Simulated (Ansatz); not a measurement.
**A correction line for PBE-D4/def2-TZVPP: vertical ionisation energy**

The vertical ionisation energy (cation less neutral) in eV of 6 molecular compounds of Al: x at PBE-D4/def2-TZVPP, y at CCSD(T)/def2-TZVPP. Shapes, held fixed at every level: PBE0-D4/def2-TZVP. Flexible molecules stand in one conformer, not always the lowest. Programs: Ansatz 0.2.0.

| molecule | x (eV) | y (eV) |
| --- | --- | --- |
| AlH(SH)Br | 9.89 | 10.32 |
| AlH2(SH) | 10.08 | ? |
| Al(SH)Cl2 | 10.21 | 10.54 |
| Al(SH)F2 | 10.80 | 10.82 |
| Al(OH)F2 | 12.40 | 12.99 |
| Al(CN)F2 | 12.75 | 13.47 |

**Question.** Fit y = c + s·x to the known rows and predict y for AlH2(SH).

**Answer.** 
1. Means of the 5 rows: x = 11.2100, y = 11.628.
2. Σ(Δx)² = 6.6982, Σ(Δx·Δy) = 7.6033, so the slope is 7.6033/6.6982 = 1.1351.
3. Intercept: 11.628 − (1.1351) × 11.2100 = -1.096. The largest residual of the fit is 0.34.
4. AlH2(SH): -1.096 + 1.1351 × 10.08 = 10.35 eV.

CCSD(T)/def2-TZVPP gives 10.20 eV, so the prediction is off by +0.15 eV, within the largest residual. Uncorrected, PBE-D4/def2-TZVPP misses AlH2(SH) by -0.12 eV, and the other rows by 0.42 on average. The line makes this one worse. Left out in turn, the other rows are missed by 0.22 eV on average. Cations run unrestricted. Relativity is left out for Br. Outer-core shells of Br are correlated, in sets that cover them unevenly.
